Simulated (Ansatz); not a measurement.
Two isomers of C2H5BOSe: A = `CB(O)C=[Se]`, B = `C[Se]B1CO1`.

Calculated with Ansatz (gas phase, PBE0-D4/def2-TZVP geometries, no zero-point term in ΔE). CCSD(T)/CBS adds triple-zeta CCSD(T) − MP2 to the extrapolated MP2 energy (def2 sets, frozen cores). Functionals use def2-TZVPP. B3LYP here is the variant with VWN-RPA as its local correlation; programs differ in this. For Se outer-core shells are correlated without core-valence functions, which leaves a few kJ/mol of doubt a bond. Scalar relativity is left out up to krypton. One conformer a species, not always the lowest.

Task: Which is lower in electronic energy at CCSD(T)/CBS, and by how much? (An estimate is asked.)

Result: Computed: A, by 78.6 kJ/mol.

Task: Give E(B) − E(A) in kJ/mol with B3LYP, MP2/def2-TZVPP, B2PLYP, CCSD(T)/def2-TZVPP, CCSD/def2-TZVPP, r2SCAN-D4, ωB97M-V. (Best estimate.)

Result: Ansatz gave: B3LYP 71.4, MP2/def2-TZVPP 69.1, B2PLYP 73.6, CCSD(T)/def2-TZVPP 75.0, CCSD/def2-TZVPP 72.5, r2SCAN-D4 59.5, ωB97M-V 64.5. None reverses the order clearly.

Largest T1 diagnostic: 0.014.
